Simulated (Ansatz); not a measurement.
Basis-set extrapolation for C$_{4}$H$_{7}$Al (`C[C]1([AlH2])C=C1`) (PBE0-D4/def2-TZVP geometry, frozen core, Ansatz). Multiplicity 1, RHF reference.

```tsv
	def2-TZVPP	def2-QZVPP
HF	-397.403251	-397.417338
MP2 correlation	-0.737796	-0.784779
CCSD(T) correlation	-0.815104	not run
```

Energies in hartree. Use E(X) = E(∞) + A·exp(−7.88·√X) for Hartree–Fock and E(X) = E(∞) + B·X^(−2.97) for correlation, with X = 3 and 4, and add CCSD(T) minus MP2 of the smaller set to the MP2 limit.

Problem. What is the CCSD(T) energy at the basis-set limit?

Solution. HF limit: -397.417338 + (-0.014087) × 0.13774 = -397.41928. MP2 limit: -0.784779 + (-0.046983) × 0.74074 = -0.81958. Higher-order term: -0.815104 − (-0.737796) = -0.07731. Total: -398.31617 hartree, 256.8 kJ/mol below CCSD(T)/def2-TZVPP.
